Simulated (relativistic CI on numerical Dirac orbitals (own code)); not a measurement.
# Ligand-field terms of d2

Computed with a parametric ligand-field model of a d^n configuration (Racah B and C, spin-orbit zeta, crystal field), exact diagonalisation.

Field parameters in Wybourne normalisation: D3d B²₀ = −7Dσ, B⁴₀ = −14Dq − 21Dτ, B⁴₃ = −14√(10/7) Dq; Oh B⁴₀ = 21Dq, B⁴₄ = √(5/14) B⁴₀; Td as Oh with Dq negative (B⁴₀ = 21Dq, B⁴₄ = √(5/14) B⁴₀). The field is a parameter set, without covalency.

Ground term and bands for B = 370, C = 1800, ζ = 0 cm⁻¹, Oh, 10Dq = 34900 cm⁻¹?

Ground term 3T1 with 0.00 electrons in the two orbitals of the cubic e set. Spin-allowed: 3T2 33918 cm⁻¹ (295 nm), 3T1 38487 cm⁻¹ (260 nm), 3A2 68818 cm⁻¹ (145 nm). Lowest spin-forbidden: 1T2 5901 cm⁻¹ (1695 nm), 1E 5925 cm⁻¹ (1688 nm), 1A1 14108 cm⁻¹ (709 nm).

Ground term and bands for B = 620, C = 2590, ζ = 0 cm⁻¹, Td, 10Dq = -1800 cm⁻¹?

Ground term 3A2 with 2.00 electrons in the two orbitals of the cubic e set. Spin-allowed: 3T2 1800 cm⁻¹, 3T1 3177 cm⁻¹ (3147 nm), 3T1 11523 cm⁻¹ (868 nm). Lowest spin-forbidden: 1E 9239 cm⁻¹ (1082 nm), 1T2 10685 cm⁻¹ (936 nm), 1A1 13905 cm⁻¹ (719 nm). With an A2 ground term the first spin-allowed band lies at |10Dq| itself.

Ground term and bands for B = 400, C = 1930, ζ = 0 cm⁻¹, D3d, 10Dq = 11750, Dσ = -320, Dτ = -470 cm⁻¹?

Ground term 3A2 with 0.04 electrons in the two orbitals of the cubic e set. Spin-allowed: 3E 4448 cm⁻¹ (2248 nm), 3A1 10798 cm⁻¹ (926 nm), 3E 12245 cm⁻¹ (817 nm), 3A2 16169 cm⁻¹ (618 nm). Lowest spin-forbidden: 1E 6651 cm⁻¹ (1504 nm), 1A1 10283 cm⁻¹ (972 nm), 1E 10945 cm⁻¹ (914 nm).

Ground term and bands for B = 380, C = 1400, ζ = 0 cm⁻¹, Td, 10Dq = -6250 cm⁻¹?

Ground term 3A2 with 2.00 electrons in the two orbitals of the cubic e set. Spin-allowed: 3T2 6250 cm⁻¹ (1600 nm), 3T1 9542 cm⁻¹ (1048 nm), 3T1 14908 cm⁻¹ (671 nm). Lowest spin-forbidden: 1E 5707 cm⁻¹ (1752 nm), 1A1 9970 cm⁻¹ (1003 nm), 1T2 11838 cm⁻¹ (845 nm). With an A2 ground term the first spin-allowed band lies at |10Dq| itself.

Ground term and bands for B = 590, C = 2930, ζ = 0 cm⁻¹, Td, 10Dq = -1450 cm⁻¹?

Ground term 3A2 with 2.00 electrons in the two orbitals of the cubic e set. Spin-allowed: 3T2 1450 cm⁻¹, 3T1 2568 cm⁻¹, 3T1 10632 cm⁻¹ (941 nm). Lowest spin-forbidden: 1E 9638 cm⁻¹ (1038 nm), 1T2 10766 cm⁻¹ (929 nm), 1A1 14005 cm⁻¹ (714 nm). With an A2 ground term the first spin-allowed band lies at |10Dq| itself.
